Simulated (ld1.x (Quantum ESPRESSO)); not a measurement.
## u(r) = r·R(r): atom against pseudo-atom (Os (Z = 76))

Columns: radius, all-electron u(r) and pseudo u(r) of the 5s shell (level -122.28 eV) of osmium in the configuration [Kr] 4d10 4f14 5s2 5p6 5d5 6s0 6p0; PBEsol, scalar-relativistic, PAW scheme, ld1.x (Quantum ESPRESSO) 7.5.

```
r (bohr)  all-electron  pseudo
   0.105        0.2499  0.3731
   0.210        0.0714  0.7203
   0.315       -0.6193  1.0187
   0.420       -0.4750  1.2507
   0.525        0.0907  1.4058
   0.630        0.6363  1.4813
   0.735        0.9971  1.4824
   0.840        1.1658  1.4204
   0.945        1.1897  1.3114
   1.050        1.1214  1.1728
   1.155        1.0044  1.0217
   1.260        0.8681  0.8716
   1.365        0.7313  0.7314
   1.470        0.6043  0.6043
   1.575        0.4920  0.4920
   1.680        0.3959  0.3959
   1.785        0.3156  0.3156
   1.890        0.2497  0.2497
   1.995        0.1962  0.1962
   2.100        0.1533  0.1533
   2.205        0.1192  0.1192
   2.310        0.0923  0.0923
   2.415        0.0712  0.0712
   2.520        0.0548  0.0548
   2.625        0.0420  0.0420
   2.730        0.0322  0.0322
```

(1) How many radial nodes do the two functions have?

(2) At about which radius was the pseudo-wave matched?

(3) Is the pseudo-wave norm-conserving?

## Answers

(1) The all-electron 5s function has n − l − 1 = 4 (the table is too coarse to show those close to the nucleus); the pseudo-wave has 0, since the states of the same l below it are removed with the core.

(2) 1.40 bohr, where the columns begin to agree (steps of 0.10 bohr).

(3) No, it belongs to a PAW set: the norm inside the radius is not constrained, and the difference is carried by the augmentation charge.
